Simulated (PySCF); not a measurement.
This PySCF input asks for the NMR shieldings of `C([SiH2]S)C1=CC=CC=C1`, C₇H₁₀SSi; the geometry comes from GFN2-xTB.

```python
import basis_set_exchange as bse
import numpy as np
from pyscf import gto, dft
from pyscf.prop import nmr

atoms = """
S    -2.547153    1.821849   -0.497551
Si   -2.503957    0.166741    0.871770
C    -1.323708   -1.172854    0.191937
C     0.039769   -0.606853   -0.038359
C     0.422352   -0.162041   -1.299323
C     1.669673    0.402818   -1.501554
C     2.552706    0.533796   -0.443753
C     2.181093    0.095065    0.816595
C     0.933405   -0.465247    1.017748
H    -1.258657    1.783109   -0.808758
H    -3.878665   -0.306725    0.918415
H    -2.025098    0.654061    2.162369
H    -1.274626   -1.988970    0.912304
H    -1.724136   -1.576778   -0.738826
H    -0.259193   -0.270350   -2.132222
H     1.950441    0.740539   -2.488675
H     3.526213    0.974106   -0.599659
H     2.865112    0.191477    1.647093
H     0.644625   -0.804494    2.002989
"""
names = dict.fromkeys(["S", "Si", "C", "H"], "pcSseg-1")
basis = {el: gto.basis.parse(bse.get_basis(n, elements=[el], fmt="nwchem")) for el, n in names.items()}
mol = gto.M(atom=atoms, basis=basis, charge=0, verbose=0)
mf = dft.RKS(mol, xc="PBE0")
mf.grids.level = 2
mf.grids.alignment = dft.numint.BLKSIZE   # the property module wants whole blocks of grid points
mf.conv_tol = 1e-9
mf.kernel()

calc = nmr.RKS(mf)   # GIAO
C = mf.mo_coeff
Co = C[:, mf.mo_occ > 0]
resp = mf.gen_response(singlet=True, hermi=2)
def vind(x):   # induced exchange potential for any number of trial vectors
    d = np.einsum("pi,xij,qj->xpq", C, 2 * x.reshape(-1, C.shape[1], Co.shape[1]), Co, optimize=True)
    return np.einsum("xpq,pi,qj->xij", resp(d - d.transpose(0, 2, 1)), C, Co, optimize=True).ravel()
mo1, _ = nmr.rhf.solve_mo1(calc, with_cphf=vind)
sigma = calc.kernel(mo1)
for i, s in enumerate(sigma):   # ppm
    print("%2d %-2s %9.2f" % (i, mol.atom_pure_symbol(i), np.trace(s) / 3))
```

Q: Give the expected output.

A: 
```
 0 S     787.39
 1 Si    375.01
 2 C     160.24
 3 C      44.78
 4 C      52.50
 5 C      52.57
 6 C      55.75
 7 C      51.50
 8 C      53.54
 9 H      31.81
10 H      26.86
11 H      26.99
12 H      29.07
13 H      29.58
14 H      24.37
15 H      24.06
16 H      24.23
17 H      24.07
18 H      24.30
```

These numbers come from an equivalent density-fitted implementation of the same equations, which agrees with the script to about 0.01 ppm for H and up to a few tenths of a ppm for heavy atoms, so last digits may differ.

Q: Turn these shieldings into chemical shifts. Scale: CS2 for ³³S (503.73 ppm); ²⁹Si (349.16 ppm) and ¹³C (186.93 ppm) and ¹H (31.72 ppm) vs TMS (reference shieldings calculated alike).

A: Averaging equivalent atoms: S 0: -284; Si 1: -25.9; C 3: 142.1; C 5/7: 134.9; C 4/8: 133.9; C 6: 131.2; C 2: 26.7; H 15/17: 7.65; H 16: 7.49; H 14/18: 7.38; H 10/11: 4.79; H 12/13: 2.39; H 9: -0.09 ppm. 

Size and cost of the density-fitted run: 217 basis functions, 94 s wall time on 1 thread of an Arm Neoverse N1, shared host; peak memory 1 GiB.
